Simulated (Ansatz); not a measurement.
Steps of a relaxation of CH$_{5}$AlO$_{3}$ with RKS PBE0-D4/def2-TZVP.

```sh
$ ansatz run in.yaml --threads 4 --pin off --events-out ev --progress --plain --max-ram 10444MiB
```

```yaml
crystal:
  periodic: [false, false, false]
  atoms:
    - {symbol: O, position_ang: [-1.209223, 1.342646, -1.111558]}
    - {symbol: C, position_ang: [0.009077, -1.155743, 0.338035]}
    - {symbol: O, position_ang: [1.029577, -1.699163, -0.077749]}
    - {symbol: O, position_ang: [-0.990095, -1.874386, 0.904540]}
    - {symbol: Al, position_ang: [-0.250692, 0.846012, 0.228935]}
    - {symbol: H, position_ang: [-1.493623, 2.255823, -1.272921]}
    - {symbol: H, position_ang: [1.751709, 0.211131, -0.618640]}
    - {symbol: H, position_ang: [-0.705475, -2.821455, 0.875882]}
    - {symbol: H, position_ang: [0.175865, 1.848065, 1.395860]}
    - {symbol: H, position_ang: [1.765882, 0.995770, -0.659384]}
basis:
  gaussian: {orbitals: def2-TZVP}
hamiltonian: {xc: pbe0, dispersion: d4}
relax: {f_tol: 0.005, max_steps: 150}
```

Positions (Å) and forces (eV/Å) along the path, 12 of 12 steps:

```xyz
10
step=1 energy=-13849.8287 eV
O    -1.209    1.343   -1.112    0.170    0.448    0.365
C     0.009   -1.156    0.338    0.648   -0.540   -0.209
O     1.030   -1.699   -0.078   -1.196    0.493    0.507
O    -0.990   -1.874    0.905    0.736   -0.515   -0.308
Al   -0.251    0.846    0.229   -0.263    0.246   -0.411
H    -1.494    2.256   -1.273    0.265   -0.703    0.186
H     1.752    0.211   -0.619   -0.026    0.679   -0.030
H    -0.705   -2.821    0.876   -0.242    0.682    0.042
H     0.176    1.848    1.396   -0.064   -0.168   -0.155
H     1.766    0.996   -0.659   -0.028   -0.624    0.014
10
step=2 energy=-13849.8761 eV
O    -1.142    1.333   -1.117    0.131    0.048    0.282
C     0.006   -1.166    0.360    0.075   -0.114   -0.034
O     1.017   -1.705   -0.045   -0.236    0.109    0.110
O    -0.992   -1.889    0.907    0.229   -0.166   -0.076
Al   -0.243    0.828    0.247   -0.182    0.117   -0.345
H    -1.407    2.240   -1.277    0.056   -0.165    0.052
H     1.682    0.280   -0.656    0.057    0.086   -0.009
H    -0.711   -2.825    0.879   -0.092    0.205    0.019
H     0.171    1.811    1.414   -0.016   -0.027   -0.004
H     1.702    1.043   -0.708   -0.019   -0.094    0.005
10
step=3 energy=-13849.8811 eV
O    -1.167    1.332   -1.110    0.133   -0.090    0.124
C     0.000   -1.164    0.348   -0.081    0.078    0.068
O     1.010   -1.705   -0.043    0.133   -0.071   -0.059
O    -0.994   -1.881    0.903   -0.009    0.031   -0.021
Al   -0.238    0.828    0.223   -0.175    0.001   -0.113
H    -1.434    2.236   -1.257   -0.018    0.063   -0.013
H     1.732    0.280   -0.645   -0.005   -0.083    0.006
H    -0.717   -2.813    0.887   -0.005   -0.033    0.013
H     0.165    1.799    1.399    0.028    0.021    0.014
H     1.726    1.037   -0.702   -0.001    0.084   -0.019
10
step=4 energy=-13849.8828 eV
O    -1.151    1.336   -1.113    0.043   -0.028    0.059
C     0.000   -1.166    0.353   -0.024    0.026    0.022
O     1.014   -1.703   -0.036    0.044   -0.021   -0.016
O    -0.994   -1.886    0.902   -0.002    0.021   -0.008
Al   -0.248    0.826    0.230   -0.056   -0.001   -0.063
H    -1.418    2.241   -1.259   -0.011    0.025   -0.011
H     1.721    0.281   -0.653    0.001   -0.011    0.007
H    -0.714   -2.817    0.888   -0.006   -0.029    0.008
H     0.161    1.797    1.405    0.008    0.007    0.013
H     1.711    1.040   -0.715    0.002    0.012   -0.011
10
step=5 energy=-13849.8831 eV
O    -1.149    1.339   -1.112    0.001    0.010    0.011
C     0.000   -1.167    0.355    0.009   -0.001   -0.002
O     1.016   -1.704   -0.032    0.000    0.004    0.005
O    -0.995   -1.888    0.901    0.001    0.008   -0.003
Al   -0.252    0.824    0.230   -0.003   -0.005   -0.010
H    -1.415    2.244   -1.257   -0.005   -0.001   -0.008
H     1.723    0.283   -0.652    0.003    0.014    0.002
H    -0.714   -2.819    0.890   -0.006   -0.012    0.004
H     0.159    1.795    1.406    0.001   -0.002    0.005
H     1.709    1.042   -0.724   -0.001   -0.015   -0.004
10
step=6 energy=-13849.8833 eV
O    -1.149    1.341   -1.112   -0.012    0.019   -0.007
C     0.001   -1.167    0.355    0.019   -0.009   -0.005
O     1.020   -1.703   -0.024   -0.014    0.010    0.010
O    -0.996   -1.889    0.897    0.000   -0.001   -0.003
Al   -0.254    0.823    0.229    0.015   -0.005    0.010
H    -1.415    2.248   -1.256   -0.003   -0.008   -0.006
H     1.725    0.283   -0.650    0.001    0.013    0.000
H    -0.715   -2.820    0.891   -0.004    0.000    0.001
H     0.158    1.792    1.407   -0.001   -0.005    0.001
H     1.706    1.040   -0.734   -0.001   -0.014   -0.002
10
step=7 energy=-13849.8835 eV
O    -1.152    1.343   -1.108    0.000    0.002    0.002
C     0.005   -1.166    0.362   -0.002   -0.007    0.001
O     1.033   -1.699    0.007    0.001    0.002   -0.002
O    -1.003   -1.890    0.881    0.001    0.005   -0.011
Al   -0.251    0.824    0.229    0.002    0.000    0.007
H    -1.422    2.248   -1.253    0.000   -0.002   -0.002
H     1.728    0.283   -0.649   -0.001    0.004    0.002
H    -0.721   -2.821    0.879    0.001    0.001    0.007
H     0.166    1.790    1.407    0.000   -0.001   -0.003
H     1.700    1.037   -0.752   -0.001   -0.004   -0.002
10
step=8 energy=-13849.8835 eV rejected
O    -1.153    1.344   -1.107   -0.001    0.000   -0.002
C     0.005   -1.166    0.357    0.008   -0.023    0.009
O     1.036   -1.699    0.009   -0.004    0.000    0.003
O    -1.005   -1.888    0.875    0.004   -0.007    0.005
Al   -0.250    0.822    0.228   -0.004    0.028   -0.008
H    -1.421    2.249   -1.252   -0.002    0.002   -0.001
H     1.728    0.284   -0.644    0.005   -0.006   -0.003
H    -0.720   -2.819    0.886   -0.004    0.000   -0.007
H     0.168    1.786    1.407    0.001   -0.001    0.004
H     1.697    1.036   -0.756   -0.002    0.005    0.000
10
step=9 energy=-13849.8836 eV
O    -1.153    1.344   -1.107    0.000    0.001    0.002
C     0.005   -1.166    0.361   -0.001   -0.005   -0.002
O     1.035   -1.699    0.009    0.000    0.001    0.002
O    -1.004   -1.890    0.878    0.003    0.001   -0.002
Al   -0.251    0.824    0.229    0.000    0.001    0.001
H    -1.422    2.248   -1.253   -0.001    0.000   -0.001
H     1.729    0.283   -0.647   -0.001    0.001    0.001
H    -0.721   -2.821    0.881   -0.001    0.001    0.001
H     0.167    1.789    1.407    0.001    0.000    0.000
H     1.698    1.036   -0.754    0.000   -0.001   -0.002
10
step=10 energy=-13849.8836 eV
O    -1.153    1.345   -1.105   -0.001   -0.002    0.001
C     0.006   -1.166    0.363    0.005   -0.004    0.011
O     1.043   -1.697    0.028   -0.012    0.004   -0.001
O    -1.009   -1.891    0.867    0.006    0.001   -0.008
Al   -0.250    0.824    0.230    0.001    0.000   -0.006
H    -1.424    2.249   -1.251    0.000    0.001    0.001
H     1.728    0.284   -0.646    0.002    0.006   -0.001
H    -0.724   -2.821    0.876    0.000    0.001    0.001
H     0.172    1.788    1.408   -0.001   -0.001    0.000
H     1.692    1.035   -0.768   -0.001   -0.007    0.002
10
step=11 energy=-13849.8836 eV
O    -1.155    1.345   -1.104    0.001   -0.003   -0.001
C     0.007   -1.166    0.364   -0.003   -0.005   -0.005
O     1.042   -1.697    0.027   -0.004    0.002    0.004
O    -1.009   -1.890    0.867    0.006    0.002   -0.001
Al   -0.249    0.824    0.229   -0.001    0.001    0.003
H    -1.426    2.249   -1.251    0.001    0.001    0.001
H     1.731    0.283   -0.644   -0.002    0.002   -0.002
H    -0.724   -2.821    0.875    0.000    0.000    0.000
H     0.173    1.788    1.407    0.000    0.001   -0.001
H     1.693    1.034   -0.768    0.001   -0.002    0.001
10
step=12 energy=-13849.8836 eV
O    -1.154    1.345   -1.105    0.000   -0.001   -0.001
C     0.006   -1.166    0.364   -0.003   -0.002    0.001
O     1.042   -1.697    0.025    0.000    0.000    0.000
O    -1.008   -1.891    0.868    0.002    0.001   -0.001
Al   -0.250    0.824    0.230    0.000    0.001    0.000
H    -1.424    2.249   -1.251    0.000    0.001    0.001
H     1.730    0.283   -0.646    0.000    0.001    0.000
H    -0.724   -2.821    0.876    0.000    0.000    0.000
H     0.172    1.788    1.407    0.000    0.000    0.000
H     1.693    1.034   -0.766    0.000   -0.001    0.000
```

Run time 31 s (4 threads of an Arm Neoverse V2 on a shared host); peak host memory 0.44 GiB.
